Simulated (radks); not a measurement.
Q: Species: Hf LVII. Configuration: [Ne] 3s2 3p4 (the NIST ground configuration). All-electron calculation, Dirac Kohn-Sham, exchange-only PBE, spin-unpolarised, spherical densities, finite nucleus; open shells fill j = l - 1/2 first; Fermi nuclear charge, rms radius 5.347 fm. Program: a radial shooting solver on a logarithmic mesh with Libxc functionals. Some entries of the table are withheld. Estimate them.

orbital  occ.  eigenvalue (hartree)  <r> (bohr)  r(max) (bohr)
1s1/2       2                   (1)     0.01899        0.01190
2s1/2       2                   (2)     0.07893        0.06792
2p1/2       2             -542.4544     0.06538        0.05064
2p3/2       4             -497.7189     0.07285        0.05715
3s1/2       2             -221.3241      0.1925         0.1831
3p1/2       2                   (3)      0.1811         0.1704
3p3/2       2                   (4)      0.1923         0.1820

A: 
(1) 1s1/2 eigenvalue (hartree): -2550.534
(2) 2s1/2 eigenvalue (hartree): -559.0406
(3) 3p1/2 eigenvalue (hartree): -215.1374
(4) 3p3/2 eigenvalue (hartree): -203.5073
